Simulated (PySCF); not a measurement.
Compound: C₇H₆ClOP.
Cartesian coordinates in Å at the GFN2-xTB level; atoms count from 1:
```xyz
16
C7H6ClOP angstrom
C     -2.072    0.035   -0.384
C     -0.662   -0.382   -0.081
C     -0.405   -1.726    0.108
P      1.110   -2.490    0.466
C      2.121   -1.068    0.502
Cl     3.802   -1.340    0.839
C      1.693    0.218    0.286
C      0.369    0.571    0.006
C      0.123    2.007   -0.190
O      0.974    2.860   -0.128
H     -2.129    0.531   -1.351
H     -2.444    0.720    0.376
H     -2.728   -0.832   -0.408
H     -1.243   -2.409    0.026
H      2.405    1.032    0.330
H     -0.923    2.281   -0.408
```

ESP-fitted charges (e) from the PBE0/pcSseg-1 density (PySCF), one withheld:

```
atom       bonded to   charge
  C1  C2 H11 H12 H13  -0.5420
  C2        C1 C3 C8        ?
  C3       C2 P4 H14  -0.0121
  P4           C3 C5  -0.1058
  C5       P4 Cl6 C7  +0.1416
 Cl6              C5  -0.0780
  C7       C5 C8 H15  -0.2964
  C8        C7 C9 C2  +0.1404
  C9      C8 O10 H16  +0.3881
 O10              C9  -0.4392
 H11              C1  +0.1773
 H12              C1  +0.1786
 H13              C1  +0.1695
 H14              C3  +0.1419
 H15              C7  +0.1859
 H16              C9  +0.0205
```

(1) What is the charge on C2?

(2) Add each hydrogen's charge to the atom that carries it.

(3) Across which bond do the charges differ most?

(4) Take the bonds between elements whose Pauling electronegativities differ by more than 0.25. In how many does the more electronegative atom carry the lower charge?

(5) How much positive and how much negative charge does this set hold in all?

Results:

(1) The charges add up to the total charge, 0. The others sum to +0.0703, which leaves -0.0703 e for C2 (substituted aromatic carbon); the computed value is -0.0701, the difference coming from rounding.

(2) C1 -0.0166, C3 +0.1298, C7 -0.1105, C9 +0.4086. Atoms without hydrogen keep their charges.

(3) C9–O10: +0.3881 on C9 against -0.4392 on O10, a difference of 0.8273 e. The lower charge is on the more electronegative element of the two (Pauling values: O 3.44, C 2.55).

(4) In 7 of 10; it doesn't in C3–P4, P4–C5 and C9–H16.

(5) +1.5438 e on 9 atoms and -1.5436 e on 7.

The ESP scheme fits charges at the nuclei, held to the total charge, to the electrostatic potential on points at 1.4 to 2.0 times the van der Waals radii. One conformer (not necessarily the lowest) at the GFN2-xTB geometry, without solvent, vibrations or thermal averaging.
